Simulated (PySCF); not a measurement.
Ge(F)(Cl)(NH2)2 (ClFGeH4N2), SMILES [NH2][Ge]([NH2])([F])[Cl]. Geometry optimised at TPSSh-D3(BJ)/def2-SVP. One conformer was computed; it need not be the lowest.

Computed equilibrium geometry at TPSSh-D3(BJ)/def2-SVP (PySCF confirms it by a frequency run) as bond lengths and angles (one conformer of several):
Atoms: N1 Ge2 N3 F4 Cl5 H6 H7 H8 H9. Bonds (Å): N1–Ge2 1.799, N1–H6 1.018, N1–H7 1.017, Ge2–N3 1.814, Ge2–F4 1.739, Ge2–Cl5 2.170, N3–H8 1.021, N3–H9 1.020. Bond angles (°): Ge2–N1–H6 116.1, Ge2–N1–H7 117.3, H6–N1–H7 112.2, N1–Ge2–N3 112.1, N1–Ge2–F4 111.2, N1–Ge2–Cl5 108.1, N3–Ge2–F4 103.6, N3–Ge2–Cl5 117.2, F4–Ge2–Cl5 104.2, Ge2–N3–H8 112.8, Ge2–N3–H9 114.5, H8–N3–H9 108.9.
Charge 0, spin multiplicity 1.
